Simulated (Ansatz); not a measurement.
This geometry of CH₁₀GeSi₂ (14 atoms, charge 0, multiplicity 1) is a first-order saddle point.

All numbers below come from RKS B3LYP/def2-SVP in Ansatz 0.2.0.

```xyz
14
Properties=species:S:1:pos:R:3
Si -0.534 2.012 -0.587
C 0.136 1.028 0.893
Si 1.053 -0.595 0.536
Ge -0.365 -2.289 -0.411
H -0.278 1.313 -1.882
H -2.009 2.209 -0.459
H 0.117 3.354 -0.656
H 0.829 1.676 1.458
H -0.698 0.804 1.581
H 2.196 -0.346 -0.395
H 1.616 -1.136 1.811
H -1.627 -2.493 0.459
H 0.382 -3.639 -0.483
H -0.832 -1.928 -1.838
```

(1) Which two structures does it join? (They come from a converged band through this point; their orientation in space is the band's.)

(2) How far does it lie above each of them?

Answers

(1) No bond is made or broken. The dihedral H7–Si1–C2–Si3 goes from -58 to -178°. The two ends are copies of one structure, up to a mirror image or an exchange of like atoms.

Image 0:

```xyz
14
Properties=species:S:1:pos:R:3
Si -0.865 1.909 -0.489
C -0.242 0.916 0.996
Si 1.053 -0.433 0.676
Ge 0.222 -2.232 -0.685
H -1.539 1.012 -1.474
H -1.845 2.945 -0.048
H 0.272 2.591 -1.175
H 0.192 1.626 1.723
H -1.112 0.453 1.496
H 2.251 0.159 0.007
H 1.503 -1.015 1.978
H -1.098 -2.797 -0.109
H 1.249 -3.385 -0.734
H -0.053 -1.778 -2.135
```

Image 8:

```xyz
14
Properties=species:S:1:pos:R:3
Si -0.391 2.031 -0.599
C 0.240 1.030 0.877
Si 1.013 -0.668 0.527
Ge -0.555 -2.250 -0.377
H 0.712 2.271 -1.576
H -1.489 1.301 -1.298
H -0.918 3.352 -0.144
H 1.000 1.637 1.401
H -0.594 0.894 1.589
H 2.151 -0.521 -0.431
H 1.561 -1.239 1.796
H -1.808 -2.359 0.522
H 0.089 -3.652 -0.462
H -1.024 -1.856 -1.794
```

(2) 5.8 kJ/mol above the first and 5.8 kJ/mol above the second. This is the barrier of this one path; another mechanism may lie lower.

The run took 2.8 min on 2 threads of Intel(R) Xeon(R) Platinum 8259CL CPU @ 2.50GHz (Skylake/Cascade Lake), on a shared host, peak memory 0.37 GiB.
